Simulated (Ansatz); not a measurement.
Ansatz (a program for electronic structure) input for C4F5, SMILES FC(F)=[C]C(F)=C(F)F (connectivity only; charge and spin as stated), charge +1, multiplicity 1, PBE0-D3(BJ)/def2-SVP. 

Ansatz 0.2 input:
```yaml
crystal:
  periodic: [false, false, false]
  atoms:
    - {symbol: F, position_ang: [0.18515638, 2.65232247, 1.07806758]}
    - {symbol: C, position_ang: [0.04613962, 1.95864923, 0.00000001]}
    - {symbol: F, position_ang: [0.18515637, 2.65232248, -1.07806759]}
    - {symbol: C, position_ang: [-0.09134159, 0.64363225, -0.00000000]}
    - {symbol: C, position_ang: [-0.53052701, -0.62249394, 0.00000001]}
    - {symbol: F, position_ang: [-1.81225476, -0.92889932, 0.00000000]}
    - {symbol: C, position_ang: [0.36113057, -1.73682712, -0.00000000]}
    - {symbol: F, position_ang: [-0.03745599, -2.93605809, -0.00000000]}
    - {symbol: F, position_ang: [1.62246362, -1.60166115, -0.00000000]}
basis:
  gaussian:
    orbitals: def2-SVP
hamiltonian:
  xc: pbe0
  dispersion: d3bj
total_charge: 1
relax: {f_tol: 0.002, max_steps: 200}
```

Program output:

```
WARN ansatz: RAYON_NUM_THREADS=2 ignored (pool sized by the plan → 2); use --threads N
Functional definition: PBE0
integrals: 0.09 GiB planned
1372 factors; integrals over basis functions are off by at most 3.7e-4 eV
mean field: 0.84 GiB planned
mean field evaluation 1: about -17682.4591 eV, gradient 5.9e1 eV
mean field evaluation 2: about -17672.4789 eV, gradient 8.9e1 eV
mean field evaluation 4: about -17688.5986 eV, gradient 6.1e0 eV
mean field evaluation 8: about -17688.7556 eV, gradient 3.0e-1 eV
mean field evaluation 16: about -17688.7558 eV, gradient 7.0e-5 eV
mean field -17688.75579566 eV, -650.0497856210 hartree, gradient 1.6e-5 eV, S^2 0.000000; 0 other end points of the search recorded, 0 dependent functions left out
the calculation of the forces begins
reference -17688.75580824 eV, -650.0497860837 hartree; 34, 34 occupied and 92, 92 virtual orbitals, 1372 factors
relax step   1: F+E_penalty+E_count = -17688.90212966 eV  Δ(F+E_penalty+E_count) = +0.000e0 eV  max|allowed force component| = 1.241e0 eV/Å  Δτ_max = 0.0000 Å  (33 SCF iters, accepted)
these checks for a lower state are left out or cut short: starts, cluster_reference, orbital_swaps, neighbouring_geometries, increment
integrals: 0.09 GiB planned
1372 factors; integrals over basis functions are off by at most 3.5e-4 eV
mean field: 0.84 GiB planned
mean field -17688.67643917 eV, -650.0468693240 hartree, gradient 2.4e-5 eV, S^2 0.000000; 0 other end points of the search recorded, 0 dependent functions left out
the calculation of the forces begins
reference -17688.67645186 eV, -650.0468697903 hartree; 34, 34 occupied and 92, 92 virtual orbitals, 1372 factors
relax step   2: F+E_penalty+E_count = -17688.82337132 eV  Δ(F+E_penalty+E_count) = +7.876e-2 eV  max|allowed force component| = 1.917e0 eV/Å  Δτ_max = 0.1108 Å  (32 SCF iters, rejected (line search))
these checks for a lower state are left out or cut short: starts, cluster_reference, orbital_swaps, neighbouring_geometries, increment
integrals: 0.09 GiB planned
1372 factors; integrals over basis functions are off by at most 3.6e-4 eV
mean field: 0.84 GiB planned
mean field evaluation 32: about -17688.7880 eV, gradient 3.5e-4 eV
mean field -17688.78803213 eV, -650.0509702897 hartree, gradient 1.4e-5 eV, S^2 0.000000; 0 other end points of the search recorded, 0 dependent functions left out
the calculation of the forces begins
reference -17688.78804471 eV, -650.0509707519 hartree; 34, 34 occupied and 92, 92 virtual orbitals, 1372 factors
relax step   3: F+E_penalty+E_count = -17688.93476525 eV  Δ(F+E_penalty+E_count) = -3.264e-2 eV  max|allowed force component| = 9.936e-1 eV/Å  Δτ_max = 0.0382 Å  (32 SCF iters, accepted)
these checks for a lower state are left out or cut short: starts, cluster_reference, orbital_swaps, neighbouring_geometries, increment
integrals: 0.09 GiB planned
1372 factors; integrals over basis functions are off by at most 3.4e-4 eV
mean field: 0.84 GiB planned
mean field -17688.77469380 eV, -650.0504801149 hartree, gradient 2.4e-5 eV, S^2 0.000000; 0 other end points of the search recorded, 0 dependent functions left out
the calculation of the forces begins
reference -17688.77470643 eV, -650.0504805791 hartree; 34, 34 occupied and 92, 92 virtual orbitals, 1372 factors
relax step   4: F+E_penalty+E_count = -17688.92120461 eV  Δ(F+E_penalty+E_count) = +1.356e-2 eV  max|allowed force component| = 8.929e-1 eV/Å  Δτ_max = 0.0633 Å  (33 SCF iters, rejected (line search))
these checks for a lower state are left out or cut short: starts, cluster_reference, orbital_swaps, neighbouring_geometries, increment
integrals: 0.09 GiB planned
1372 factors; integrals over basis functions are off by at most 3.5e-4 eV
mean field: 0.84 GiB planned
mean field -17688.81129853 eV, -650.0518253141 hartree, gradient 1.4e-5 eV, S^2 0.000000; 0 other end points of the search recorded, 0 dependent functions left out
the calculation of the forces begins
reference -17688.81131109 eV, -650.0518257755 hartree; 34, 34 occupied and 92, 92 virtual orbitals, 1372 factors
relax step   5: F+E_penalty+E_count = -17688.95829390 eV  Δ(F+E_penalty+E_count) = -2.353e-2 eV  max|allowed force component| = 4.740e-1 eV/Å  Δτ_max = 0.0217 Å  (35 SCF iters, accepted)
these checks for a lower state are left out or cut short: starts, cluster_reference, orbital_swaps, neighbouring_geometries, increment
integrals: 0.09 GiB planned
1372 factors; integrals over basis functions are off by at most 3.6e-4 eV
mean field: 0.84 GiB planned
mean field -17688.81964873 eV, -650.0521321782 hartree, gradient 1.3e-5 eV, S^2 0.000000; 0 other end points of the search recorded, 0 dependent functions left out
the calculation of the forces begins
reference -17688.81966126 eV, -650.0521326386 hartree; 34, 34 occupied and 92, 92 virtual orbitals, 1372 factors
relax step   6: F+E_penalty+E_count = -17688.96694235 eV  Δ(F+E_penalty+E_count) = -8.648e-3 eV  max|allowed force component| = 1.577e-1 eV/Å  Δτ_max = 0.0346 Å  (32 SCF iters, accepted)
these checks for a lower state are left out or cut short: starts, cluster_reference, orbital_swaps, neighbouring_geometries, increment
integrals: 0.09 GiB planned
1372 factors; integrals over basis functions are off by at most 3.6e-4 eV
mean field: 0.84 GiB planned
mean field evaluation 64: about -17688.8200 eV, gradient 3.6e-4 eV
mean field -17688.82000899 eV, -650.0521454174 hartree, gradient 1.5e-5 eV, S^2 0.000000; 0 other end points of the search recorded, 0 dependent functions left out
the calculation of the forces begins
reference -17688.82002151 eV, -650.0521458777 hartree; 34, 34 occupied and 92, 92 virtual orbitals, 1372 factors
relax step   7: F+E_penalty+E_count = -17688.96726018 eV  Δ(F+E_penalty+E_count) = -3.178e-4 eV  max|allowed force component| = 2.782e-2 eV/Å  Δτ_max = 0.0077 Å  (34 SCF iters, accepted)
these checks for a lower state are left out or cut short: starts, cluster_reference, orbital_swaps, neighbouring_geometries, increment
integrals: 0.09 GiB planned
1372 factors; integrals over basis functions are off by at most 3.6e-4 eV
mean field: 0.84 GiB planned
mean field -17688.82002151 eV, -650.0521458776 hartree, gradient 1.6e-5 eV, S^2 0.000000; 0 other end points of the search recorded, 0 dependent functions left out
the calculation of the forces begins
reference -17688.82003404 eV, -650.0521463380 hartree; 34, 34 occupied and 92, 92 virtual orbitals, 1372 factors
relax step   8: F+E_penalty+E_count = -17688.96728881 eV  Δ(F+E_penalty+E_count) = -2.862e-5 eV  max|allowed force component| = 1.050e-2 eV/Å  Δτ_max = 0.0014 Å  (28 SCF iters, accepted)
these checks for a lower state are left out or cut short: starts, cluster_reference, orbital_swaps, neighbouring_geometries, increment
integrals: 0.09 GiB planned
1372 factors; integrals over basis functions are off by at most 3.6e-4 eV
mean field: 0.84 GiB planned
mean field -17688.82001757 eV, -650.0521457330 hartree, gradient 5.0e-5 eV, S^2 0.000000; 0 other end points of the search recorded, 0 dependent functions left out
the calculation of the forces begins
reference -17688.82003010 eV, -650.0521461934 hartree; 34, 34 occupied and 92, 92 virtual orbitals, 1372 factors
relax step   9: F+E_penalty+E_count = -17688.96729061 eV  Δ(F+E_penalty+E_count) = -1.806e-6 eV  max|allowed force component| = 3.467e-3 eV/Å  Δτ_max = 0.0009 Å  (23 SCF iters, accepted)
these checks for a lower state are left out or cut short: starts, cluster_reference, orbital_swaps, neighbouring_geometries, increment
integrals: 0.09 GiB planned
1372 factors; integrals over basis functions are off by at most 3.6e-4 eV
mean field: 0.84 GiB planned
mean field -17688.82001957 eV, -650.0521458065 hartree, gradient 1.8e-5 eV, S^2 0.000000; 0 other end points of the search recorded, 0 dependent functions left out
the calculation of the forces begins
reference -17688.82003210 eV, -650.0521462669 hartree; 34, 34 occupied and 92, 92 virtual orbitals, 1372 factors
relax step  10: F+E_penalty+E_count = -17688.96729077 eV  Δ(F+E_penalty+E_count) = -1.546e-7 eV  max|allowed force component| = 5.621e-4 eV/Å  Δτ_max = 0.0001 Å  (22 SCF iters, accepted)
integrals: 0.09 GiB planned
1372 factors; integrals over basis functions are off by at most 3.6e-4 eV
mean field: 0.84 GiB planned
mean field evaluation 96: about -17688.8200 eV, gradient 5.7e-2 eV
mean field -17688.82001957 eV, -650.0521458065 hartree, gradient 1.8e-5 eV, S^2 0.000000; 1 other end points of the search recorded, 0 dependent functions left out
the calculation of the forces begins
reference -17688.82003210 eV, -650.0521462669 hartree; 34, 34 occupied and 92, 92 virtual orbitals, 1372 factors
Total energy: -17688.96730330 eV, -650.0575583835 hartree
Atom 0 at     0.195341     2.627526     1.073797 Å, force    -0.000038     0.000046     0.000081 eV/Å
Atom 1 at     0.075288     1.948761    -0.000000 Å, force     0.000043    -0.000322    -0.000000 eV/Å
Atom 2 at     0.195339     2.627527    -1.073797 Å, force    -0.000038     0.000046    -0.000081 eV/Å
Atom 3 at    -0.094117     0.629815    -0.000001 Å, force    -0.000048    -0.000562     0.000000 eV/Å
Atom 4 at    -0.556735    -0.611943    -0.000000 Å, force     0.000246     0.000423     0.000000 eV/Å
Atom 5 at    -1.814818    -0.977757    -0.000001 Å, force    -0.000190    -0.000006     0.000000 eV/Å
Atom 6 at     0.362140    -1.712255     0.000000 Å, force    -0.000111     0.000487    -0.000000 eV/Å
Atom 7 at    -0.036425    -2.895188     0.000000 Å, force    -0.000064    -0.000083     0.000000 eV/Å
Atom 8 at     1.602454    -1.555500     0.000001 Å, force     0.000199    -0.000029     0.000000 eV/Å
Dipole moment:     0.249472    -0.393281     0.000000 e Å
```

The calculation finished and met its thresholds.

Cost: about 90 core-seconds (a rough figure).
